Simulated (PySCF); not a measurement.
**Si: excitation energy**

Si [Ne] 3s2 3p2 (3P) → Si [Ne] 3s1 3p3, s spin flipped, as a difference of total energies. Computed with PySCF 2.14 in dyall-acv3z (19s12p6d4f, 113 functions), with the spin-free X2C one-electron Hamiltonian (Gaussian nucleus). Correlated levels: valence: [Ne] frozen; virtual orbitals above 40 to 60 times the deepest correlated orbital energy dropped. The calculations carry no spin-orbit coupling.

```json
{"method": "UHF", "excitation energy (eV)": "9.161"}
{"method": "MP2 (valence)", "excitation energy (eV)": "7.888"}
{"method": "SCS-MP2 (valence)", "excitation energy (eV)": "7.832"}
```

Task: How much does correlation contribute at MP2 (valence)?

Result: 7.888 − (9.161) = -1.273 eV, measured against UHF.

The upper determinant mixes two multiplicities, so it lies between the two terms.

The coupled-cluster amplitudes are large for the upper state (T1 above 0.03 or a double amplitude above 0.15), so a single reference is strained.
